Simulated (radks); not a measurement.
Question: The table gives one normalised radial function P(r) = r R(r) of Fe in [Ar] 3d6 4s2 (r in bohr). Calculated with a radial shooting solver on a logarithmic mesh with Libxc functionals: scalar-relativistic Kohn-Sham, LDA (Slater exchange, VWN5 correlation), spin-polarised, spherical densities, finite nucleus; open shells are filled with parallel spins first; Fermi nuclear charge, rms radius 3.7377 fm; hard spherical wall at 2 bohr.

r	P
0.00465	0.1248
0.006507	0.1650
0.009033	0.2123
0.01254	0.2652
0.01755	0.3184
0.02436	0.3554
0.03381	0.3549
0.04732	0.2829
0.06569	0.1131
0.09119	-0.1562
0.1276	-0.4652
0.1771	-0.6361
0.2459	-0.4776
0.3441	0.0927
0.4777	0.7988
0.6631	1.2013
0.9279	1.0648
1.288	0.6141
1.788	0.1511

Which n and l does it have? It may be an empty orbital.

Answer: n = 3, l = 0: the number of nodes gives n - l - 1 = 2, the rise at small r (about r^(l+1)) gives l, and the extent must fit the shell. The curve is that of 3s down; the table hardly tells the two spins apart. 3s down: eigenvalue -50.459 eV, 2 radial nodes at r = 0.0764, 0.329 bohr, <r> = 0.825 bohr, 90 % of the charge inside 1.23 bohr.
